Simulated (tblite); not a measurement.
Compound: C8H14NO (charge +1).
Bonds: C1–O2, O2–C3, C3–C4 (double), C4–C5 (double), C5–C6 (double), C6–N7, N7–C8, N7–C9, N7–C10. Hydrogens: H11, H12, H13 on C1; H14 on C3; H15 on C6; H16, H17, H18 on C8; H19, H20, H21 on C9; H22, H23, H24 on C10.
Bond orders are those of one Lewis drawing.

Computed with GFN2-xTB (tblite), gas phase: L-BFGS steps from a force-field or distance-geometry start until the largest atomic force falls under 0.01 eV/Å.

Step 41: E = -836.8097 eV
```
atom  x, y, z in Å  |  force x, y, z in eV/Å
C1      4.6020    0.0967   -0.3345   -0.062  -0.031  -0.034
O2      3.9199   -0.8621   -1.1248   -0.041  -0.153   0.066
C3      2.6273   -1.0492   -1.0168   -0.094   0.044  -0.045
C4      1.6680   -0.3362   -0.4351   -0.013   0.074   0.006
C5      0.6538    0.2582   -0.0006    0.086  -0.010  -0.027
C6     -0.4374    0.8699    0.4083    0.016  -0.039   0.020
N7     -1.7687    0.2440    0.3002    0.028   0.037  -0.019
C8     -1.6861   -1.0124   -0.4584    0.005  -0.041  -0.016
C9     -2.6995    1.1655   -0.3720   -0.008   0.059  -0.058
C10    -2.2545   -0.0457    1.6620    0.021  -0.016   0.009
H11     5.2153   -0.4650    0.3747    0.054   0.139   0.021
H12     5.2416    0.6779   -0.9973    0.043   0.002   0.014
H13     3.9226    0.7588    0.2002   -0.086   0.007   0.001
H14     2.3076   -1.9568   -1.5265    0.075  -0.021  -0.053
H15    -0.4326    1.8288    0.8987   -0.004  -0.043   0.007
H16    -2.6610   -1.4875   -0.5106   -0.115   0.008  -0.015
H17    -0.9940   -1.6893    0.0344    0.063  -0.068   0.008
H18    -1.3283   -0.8203   -1.4676    0.023   0.018  -0.012
H19    -2.7326    2.1148    0.1585   -0.019   0.033   0.012
H20    -2.3632    1.3465   -1.3904    0.031   0.043  -0.042
H21    -3.7047    0.7458   -0.4067    0.041  -0.028   0.041
H22    -3.2096   -0.5675    1.6149   -0.003   0.041   0.050
H23    -2.3722    0.8778    2.2264   -0.024  -0.007  -0.009
H24    -1.5254   -0.6728    2.1706   -0.017  -0.049   0.076
```

Step 42: E = -836.8137 eV
```
atom  x, y, z in Å  |  force x, y, z in eV/Å
C1      4.5866    0.1044   -0.3346   -0.038  -0.033  -0.036
O2      3.9158   -0.8636   -1.1232    0.051  -0.146   0.021
C3      2.6256   -1.0579   -1.0219   -0.077   0.046   0.015
C4      1.6684   -0.3502   -0.4328   -0.047   0.067   0.011
C5      0.6585    0.2466    0.0065    0.084  -0.008  -0.062
C6     -0.4297    0.8657    0.4092   -0.059  -0.071   0.022
N7     -1.7649    0.2456    0.3022    0.001  -0.002  -0.046
C8     -1.6855   -1.0117   -0.4585    0.024  -0.048  -0.014
C9     -2.6928    1.1694   -0.3728   -0.003   0.059  -0.033
C10    -2.2538   -0.0461    1.6642    0.037  -0.004  -0.018
H11     5.2017   -0.4522    0.3783    0.045   0.168   0.012
H12     5.2251    0.6865   -0.9999    0.014  -0.008   0.056
H13     3.8981    0.7624    0.1958   -0.052  -0.007  -0.019
H14     2.3145   -1.9671   -1.5290    0.038  -0.065  -0.089
H15    -0.4172    1.8252    0.8935   -0.027   0.018   0.048
H16    -2.6613   -1.4874   -0.5164   -0.076   0.048  -0.003
H17    -0.9953   -1.6903    0.0360    0.044  -0.064   0.009
H18    -1.3200   -0.8215   -1.4661   -0.002   0.027   0.009
H19    -2.7338    2.1163    0.1598   -0.001   0.053   0.046
H20    -2.3501    1.3596   -1.3871    0.036   0.016  -0.053
H21    -3.6977    0.7502   -0.4149    0.044  -0.046   0.031
H22    -3.2086   -0.5701    1.6152    0.026   0.060   0.049
H23    -2.3720    0.8769    2.2298   -0.034  -0.008  -0.020
H24    -1.5235   -0.6710    2.1741   -0.028  -0.054   0.064
```

Question: Estimate the geometry and energy of step 43. (The exact step hangs on the optimiser's Hessian estimate; all steps are aligned on step 42, rigid shifts and turns removed.)

Answer: E = -836.8179 eV, largest force 0.168 eV/Å
```
atom  x, y, z in Å  |  force x, y, z in eV/Å
C1      4.5672    0.1142   -0.3365   -0.016  -0.027  -0.037
O2      3.9122   -0.8651   -1.1268    0.008  -0.102   0.053
C3      2.6216   -1.0723   -1.0273    0.068   0.030   0.033
C4      1.6647   -0.3723   -0.4309   -0.083   0.077   0.028
C5      0.6635    0.2328    0.0171    0.090  -0.007  -0.104
C6     -0.4222    0.8607    0.4117   -0.075  -0.118   0.002
N7     -1.7603    0.2477    0.3033   -0.024  -0.048  -0.049
C8     -1.6835   -1.0114   -0.4585    0.029  -0.047  -0.011
C9     -2.6838    1.1767   -0.3744    0.007   0.036  -0.012
C10    -2.2519   -0.0466    1.6657    0.040   0.007  -0.032
H11     5.1857   -0.4316    0.3835    0.017   0.167  -0.010
H12     5.2069    0.7006   -0.9999   -0.042  -0.029   0.088
H13     3.8664    0.7655    0.1898   -0.008  -0.036  -0.065
H14     2.3244   -1.9866   -1.5321    0.007  -0.061  -0.098
H15    -0.4040    1.8213    0.8891   -0.034   0.082   0.088
H16    -2.6620   -1.4846   -0.5224   -0.018   0.081   0.003
H17    -0.9960   -1.6925    0.0393    0.002  -0.041  -0.004
H18    -1.3087   -0.8220   -1.4639   -0.031   0.025   0.033
H19    -2.7335    2.1202    0.1634    0.012   0.043   0.062
H20    -2.3319    1.3783   -1.3843    0.026  -0.018  -0.028
H21    -3.6873    0.7544   -0.4261    0.055  -0.037   0.015
H22    -3.2057   -0.5735    1.6170    0.045   0.075   0.035
H23    -2.3728    0.8757    2.2321   -0.035  -0.006  -0.028
H24    -1.5207   -0.6697    2.1785   -0.039  -0.044   0.038
```

The energy changes by -0.0042 eV. The first-order estimate −F·Δx gives -0.0060 eV and the mean of the old and new forces, exact on a quadratic surface, -0.0042 eV. The step makes an angle of 79° with the force vector and moves no atom by more than 0.032 Å.

The cost below is that of the whole relaxation. Time: 0.75 s wall. Hardware: Arm Neoverse V2, one thread, shared host with 96 logical CPUs at a one-minute load of 47.
